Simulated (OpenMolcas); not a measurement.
Ni⁴⁺: Racah parameters, the spin-orbit constant, worked from levels

```json
{
  "Program": "OpenMolcas",
  "Basis": "ANO-RCC-VTZP [6s5p3d2f1g]",
  "Scalar Hamiltonian": "DKH2, point nucleus",
  "Active space": "6 electrons in 5 orbitals (3d)",
  "State averaging": "2S+1 = 5 even, 5 roots; 2S+1 = 3 even, 45 roots; 2S+1 = 1 even, 50 roots",
  "Spin-orbit coupling": "state interaction with AMFI integrals over the reference wave functions, term energies averaged over their components"
}
```

Methods: CASSCF; MS-CASPT2, IPEA 0.25 Eh, imaginary shift 0.1 Eh (closed shells correlated: 3s 3p). Measured levels: Corliss and Sugar, J. Phys. Chem. Ref. Data 10, 197 (1981).

**Racah parameters.** Above ⁵D, d6 has ³G at 9B + 4C, ³H at 4B + 4C and ³D at 16B + 4C. The first two fix B and C, and the third tests them; where it misses by thousands of cm-1, two parameters do not describe the configuration (Trees and configuration-interaction terms are left out) and B and C hang on the terms chosen. Term energies are centres of gravity, weighted by 2J + 1.

| Source | ³G | ³H | B | C | C/B | ³D from B, C | ³D found |
| --- | --- | --- | --- | --- | --- | --- | --- |
| CASSCF | 36994 | 29023 | 1594 | 5662 | 3.55 | 48152 | 47400 |
| MS-CASPT2 | 33622 | 27221 | 1280 | 5525 | 4.32 | 42580 | 41619 |
| measured | 32972 | 26617 | 1271 | 5383 | 4.24 | 41868 | 40925 |

Energies in cm-1. From CASSCF to MS-CASPT2, B changes by -19.7 % and C by -2.4 %. Against the measured terms, MS-CASPT2 has B off by +0.7 % and C by +2.6 %.

**The spin-orbit constant.** For the Hund term ⁵D of d6, E(J) = (A/2) J(J+1) + constant and ζ = -2S·A = -4A. From J = 0 to J = 4 the energy changes by 10 A.

```
   Source  E(4) - E(0)       A    ζ
   CASSCF      -2008.0  -200.8  803
MS-CASPT2      -1996.7  -199.7  799
 measured      -2057.6  -205.8  823
```

All in cm-1. MS-CASPT2 is off by -3.0 % and CASSCF by -2.4 %. Both methods take the spin-orbit matrix elements from the reference wave functions, so the second can move ζ only through the term energies and any multistate remixing. Second-order mixing with other terms is absorbed into this ζ.

CASPT2 does not keep the components of a term degenerate, so their means are used; among the terms shown or strongly mixed into the levels shown the widest spread is 320 cm-1 (3d⁶ ³H, MS-CASPT2). Without dynamic correlation excited terms often stand tens of per cent too high (terms of higher spin than the ground term too low), and those without a measured partner can miss by more than the paired ones (holds for CASSCF). Measured partners are found by configuration, term and J. A level has none where our copy of the source lacks it or the pairing is in doubt (some pairs that miss far off the trend of their configuration count as doubtful), and it then counts in no deviation. Levels of configurations outside the active space are missing.
